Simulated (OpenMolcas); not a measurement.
An atom or ion with 6 electrons was computed by SS-CASPT2, IPEA 0.25 Eh, imaginary shift 0.1 Eh with spin-orbit coupling (OpenMolcas, ANO-RCC-VQZP, DKH2). The lowest levels that the run gave, each within 12 % of the measured value where one is at hand:

```
J  Parity  E (cm⁻¹)      g
0    even       0.0       
1    even       223  1.501
2    even       654  1.501
2    even     25600  1.000
0    even     57610
```

Problem. Which ion is it, and what are the configurations and terms?

Solution. F³⁺ (Z = 9, charge +3; active space 2 electrons in 3 orbitals (2p)). J, parity and g give the terms where levels are pure, and mixed ones are named by the computed weights; the size of the splittings, set against known spectra of the 6-electron sequence, gives the charge. In order, with the measured energies in cm⁻¹ (Moore, Atomic Energy Levels, vol. I, NSRDS-NBS 35 (1971 reprint of NBS Circular 467, 1949)): 2s² 2p² ³P₀, 2s² 2p² ³P₁ (225), 2s² 2p² ³P₂ (613), 2s² 2p² ¹D₂ (25241), 2s² 2p² ¹S₀ (53544).

CASPT2 breaks the degeneracy within a term, and the mean is taken; among the terms shown or strongly mixed into the levels shown the widest spread is 74 cm-1 (2s² 2p² ¹D). With the s shell closed, the reference lacks s² → p² mixing. Computed and measured levels are paired by configuration, term and J; levels that our copy of the source lacks, or whose pairing is in doubt (as where it misses far off the trend of its configuration), stay unpaired and out of the deviations. Levels of configurations outside the active space are missing.
